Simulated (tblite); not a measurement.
Compound: C6H6S (charge -1 and doublet state).
SMILES with atom numbers: `[CH3:1][C:2]([S-:3])[CH:4]=[C:5]1[CH:6]=[CH:7]1` (hydrogens: H8, H9, H10 on C1; H11 on C4; H12 on C6; H13 on C7)
Bond orders are those of one Lewis drawing.

Computed with GFN2-xTB (tblite), gas phase: L-BFGS steps from a force-field or distance-geometry start until the largest atomic force falls under 0.01 eV/Å.

Step 21: E = -522.3884 eV
```
atom  x, y, z in Å  |  force x, y, z in eV/Å
C1     -1.4733    0.0211   -0.8549   -0.207   0.103  -0.119
C2     -1.3504   -0.2300    0.6226   -0.173   0.044  -0.122
S3     -2.7792   -0.5148    1.5007    0.357   0.050  -0.098
C4     -0.0797   -0.1916    1.1963   -0.100  -0.023  -0.033
C5      1.0530    0.0718    0.4797   -0.223   0.000   0.088
C6      2.5348    0.3400    0.3705    0.030   0.328   0.295
C7      1.6695    0.3043   -0.7178   -0.252   0.096  -0.282
H8     -0.8632   -0.6816   -1.4284   -0.076  -0.079   0.033
H9     -1.1289    1.0235   -1.1176    0.131   0.105   0.101
H10    -2.5158   -0.0428   -1.1721    0.053  -0.181   0.039
H11    -0.0315   -0.3477    2.2647    0.167  -0.056   0.107
H12     3.4086   -0.2262    0.6017    0.290  -0.325   0.155
H13     1.5518    0.4744   -1.7630    0.004  -0.062  -0.164
```

Step 22: E = -522.4057 eV
```
atom  x, y, z in Å  |  force x, y, z in eV/Å
C1     -1.4797    0.0206   -0.8610   -0.142   0.077  -0.031
C2     -1.3468   -0.2298    0.6146   -0.041  -0.012  -0.026
S3     -2.7690   -0.4892    1.5021    0.237   0.016  -0.054
C4     -0.0785   -0.2019    1.1915   -0.184  -0.069   0.038
C5      1.0569    0.0558    0.4758    0.185   0.187  -0.096
C6      2.5361    0.3778    0.3899   -0.111  -0.076   0.095
C7      1.6711    0.3067   -0.7184   -0.067   0.101   0.069
H8     -0.8783   -0.6774   -1.4469   -0.024  -0.092   0.050
H9     -1.1335    1.0252   -1.1086    0.063   0.102   0.016
H10    -2.5251   -0.0570   -1.1556   -0.002  -0.080  -0.044
H11    -0.0337   -0.3622    2.2632    0.161  -0.024  -0.017
H12     3.4069   -0.2306    0.6052   -0.045  -0.057   0.082
H13     1.5693    0.4623   -1.7696   -0.032  -0.075  -0.080
```

Step 23: E = -522.4094 eV
```
atom  x, y, z in Å  |  force x, y, z in eV/Å
C1     -1.4811    0.0225   -0.8614   -0.062   0.062  -0.036
C2     -1.3469   -0.2269    0.6134    0.004  -0.022  -0.021
S3     -2.7647   -0.4898    1.5006    0.141   0.003  -0.004
C4     -0.0802   -0.2023    1.1912   -0.069  -0.045   0.005
C5      1.0573    0.0567    0.4748    0.072   0.155  -0.025
C6      2.5341    0.3786    0.3928   -0.074  -0.069   0.059
C7      1.6688    0.3086   -0.7188   -0.012   0.107   0.042
H8     -0.8792   -0.6786   -1.4441   -0.026  -0.072   0.045
H9     -1.1317    1.0267   -1.1087    0.038   0.080   0.004
H10    -2.5249   -0.0595   -1.1551   -0.041  -0.055  -0.058
H11    -0.0313   -0.3642    2.2631    0.139  -0.020  -0.039
H12     3.4054   -0.2321    0.6063   -0.075  -0.049   0.075
H13     1.5701    0.4607   -1.7718   -0.035  -0.076  -0.046
```

**Question.** Estimate the geometry and energy of step 24. (The exact step hangs on the optimiser's Hessian estimate; all steps are aligned on step 23, rigid shifts and turns removed.)

**Answer.** E = -522.4162 eV, largest force 0.159 eV/Å
```
atom  x, y, z in Å  |  force x, y, z in eV/Å
C1     -1.4844    0.0273   -0.8629    0.053   0.021  -0.026
C2     -1.3459   -0.2215    0.6104    0.037  -0.042   0.010
S3     -2.7549   -0.4926    1.4991   -0.017  -0.016   0.074
C4     -0.0813   -0.2075    1.1872    0.110   0.045  -0.009
C5      1.0583    0.0664    0.4738   -0.128   0.050   0.054
C6      2.5292    0.3820    0.4024    0.036  -0.048  -0.046
C7      1.6650    0.3143   -0.7193    0.092   0.130  -0.001
H8     -0.8809   -0.6829   -1.4328   -0.018  -0.035  -0.010
H9     -1.1315    1.0299   -1.1121    0.024   0.058  -0.016
H10    -2.5251   -0.0613   -1.1583   -0.096  -0.030  -0.059
H11    -0.0187   -0.3680    2.2588    0.063  -0.034  -0.053
H12     3.3975   -0.2398    0.6114   -0.133  -0.026   0.065
H13     1.5682    0.4541   -1.7754   -0.022  -0.072   0.016
```

The energy changes by -0.0067 eV. The first-order estimate −F·Δx gives -0.0106 eV and the mean of the old and new forces, exact on a quadratic surface, -0.0067 eV. The step makes an angle of 37° with the force vector and moves no atom by more than 0.014 Å.

The cost below is that of the whole relaxation. The run took 0.26 s wall on one thread of an Arm Neoverse V2, shared host with 96 logical CPUs at a one-minute load of 43.
